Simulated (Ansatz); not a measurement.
Born–Oppenheimer molecular dynamics of CuHS (3 atoms, charge 0, multiplicity 1). It goes on from the last frame of an earlier run, with new velocities.

Method: RKS PBE0/def2-SVP (Ansatz).

```json
{
  "ensemble": "NVE (velocity Verlet)",
  "time step": "0.5 fs",
  "steps asked": "100",
  "starting velocities drawn for": "100 K",
  "seed": "731354"
}
```

First frame:

```xyz
3
Properties=species:S:1:pos:R:3
S -0.464 0.555 -0.205
Cu 1.284 0.084 0.716
H -1.032 -0.616 -0.627
```

**Question.** How far do the bonds stretch over the last three quarters of this one trajectory? (Pairs bonded in most of those frames.)

**Answer.** 
```
  bond  mean (Å)  spread (Å)  shortest  longest
S1–Cu2     2.165       0.055      2.06     2.22
 S1–H3     1.361       0.020      1.33     1.39
```

Mean temperature of the second half: 488 K. The conserved energy stayed within 0.04 meV per atom of its start (net change -0.016 meV per atom), so the integration is sound. The system heated up, since it started high on the potential surface and ran downhill. A run of 0.05 ps of so small a system gives no equilibrium averages.

The run took 4.2 min on 1 CPU thread of a shared host.
